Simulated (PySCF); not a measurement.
Species: C₄H₆O₃S.
Atom-mapped SMILES: `[O:1]=[S:2](=[O:3])([OH:4])[C@@H:5]1[CH:6]=[CH:7][CH2:8]1` (hydrogens: H9 on O4; H10 on C5; H11 on C6; H12 on C7; H13, H14 on C8)

Geometry (GFN2-xTB, Å), atoms numbered from 1 in this order:
```xyz
14
C4H6O3S angstrom
O      2.1947   -1.4230   -0.3570
S      1.4443   -0.2107   -0.2218
O      1.4267    0.7159   -1.3025
O      2.0275    0.5431    1.0940
C     -0.2381   -0.5480    0.3344
C     -1.1278   -0.8104   -0.8365
C     -1.7493    0.3635   -0.7414
C     -0.9870    0.7891    0.4849
H      2.7800    0.0596    1.4389
H     -0.1785   -1.2472    1.1601
H     -1.1689   -1.6427   -1.5122
H     -2.5075    0.8628   -1.3134
H     -1.5716    0.8901    1.3974
H     -0.3450    1.6574    0.3530
```

Method used: PBE0/def2-SVPD in PySCF (dipole) on a GFN2-xTB geometry, gas phase.

Masses are those of the commonest isotopes; rigid-rotor values at the optimised geometry. The values belong to one conformer with, in the numbering `[O:1]=[S:2](=[O:3])([OH:4])[C@@H:5]1[CH:6]=[CH:7][CH2:8]1`, O1–S2–O4–H 5°, O1–S2–C5–C6 -88°.

Question: Give the principal moments of inertia and the rotational constants in cm⁻¹.

Answer: Ia = 143.61, Ib = 334.86, Ic = 363.31 u·Å²; 505379 MHz·u·Å²/I gives 3519, 1509 and 1391 MHz, that is A = 0.11738, B = 0.05034, C = 0.04640 cm⁻¹.

Question: Classify the top.

Answer: An asymmetric top: κ = (2 × 1509 − 3519 − 1391)/(3519 − 1391) = -0.89.

Question: Is it planar, by Δ = Ic − Ia − Ib?

Answer: Not planar: Δ = Ic − Ia − Ib = -115.16 u·Å². For a rigid frame Δ = −2 Σ m c², so Σ m c² = 57.58 u·Å² lies off the ab plane: 6.20 from hydrogen and 51.38 from heavier atoms. The atom farthest from that plane is 1.88 Å away.

Question: Give the other two planar moments, Paa and Pbb, and the rms extents of the mass along the axes.

Answer: Paa = Σ m a² = (Ib + Ic − Ia)/2 = 277.28 and Pbb = Σ m b² = (Ia + Ic − Ib)/2 = 86.03 u·Å². With the mass M = 134.00 u, the rms extents √(P/M) along a, b and c are 1.44, 0.80, 0.66 Å.

Question: Where do the levels up to J = 5 lie, in cm⁻¹?

Answer: Above 0(0,0):
J = 1: 1(0,1) 0.0967, 1(1,1) 0.1638, 1(1,0) 0.1677
J = 2: 2(0,2) 0.2901, 2(1,2) 0.3533, 2(1,1) 0.3652, 2(2,1) 0.5663, 2(2,0) 0.5664
J = 3: 3(0,3) 0.5796, 3(1,3) 0.6375, 3(1,2) 0.6612, 3(2,2) 0.8565, 3(2,1) 0.8573, 3(3,1) 1.2017, 3(3,0) 1.2017
J = 4: 4(0,4) 0.9649, 4(1,4) 1.0163, 4(1,3) 1.0557, 4(2,3) 1.2433, 4(2,2) 1.2459, 4(3,2) 1.5890, 4(3,1) 1.5890, 4(4,1) 2.0718, 4(4,0) 2.0718
J = 5: 5(0,5) 1.4453, 5(1,5) 1.4895, 5(1,4) 1.5485, 5(2,4) 1.7267, 5(2,3) 1.7325, 5(3,3) 2.0732, 5(3,2) 2.0733, 5(4,2) 2.5558, 5(4,1) 2.5558, 5(5,1) 3.1766, 5(5,0) 3.1766

Question: Which types of transition are allowed, and where do some lines up to J = 4 fall?

Answer: The dipole components are |μa| = 2.25 D, |μb| = 1.81 D, |μc| = 2.39 D. The squared components, which scale the intensities, stand as 0.89 : 0.57 : 1.00 (a : b : c). Some lines, for components of 0.1 D or more:

```csv
type,branch,"J(Ka,Kc)",MHz,lower level (cm⁻¹)
c,Q,"4(1,4) ← 4(0,4)",1541,0.965
b,Q,"3(1,2) ← 3(0,3)",2445,0.580
b,Q,"4(1,3) ← 4(0,4)",2721,0.965
b,R,"3(1,2) ← 2(2,1)",2845,0.566
b,R,"2(0,2) ← 1(1,1)",3786,0.164
b,R,"1(1,1) ← 0(0,0)",4910,0.000
c,Q,"4(2,3) ← 4(1,3)",5626,1.056
a,R,"2(1,1) ← 1(1,0)",5919,0.168
b,R,"4(2,2) ← 3(1,3)",18237,0.638
b,R,"3(3,0) ← 2(2,1)",19049,0.566
```

Question: Estimate the classical rotational partition function at 10 K, 50 K and 100 K.

Answer: Point group C1, symmetry number σ = 1; q = (√π/σ)·√((kT/h)³/(ABC)), k/h = 20836.6 MHz/K: 1960 at 10 K, 21900 at 50 K, 62000 at 100 K.

Stationary, but not proved a minimum. No vibrational averaging or centrifugal distortion is included, and the geometry carries the error of its method.

On Intel Xeon at 2.70 GHz, one thread, shared host with 64 logical CPUs at a one-minute load of 60, this took 64 s of wall time (with the writing of density and orbital grids) and 0.86 GiB of memory at its peak. This is the PBE0/def2-SVPD job that gave the dipole, with the excitations it also computed.
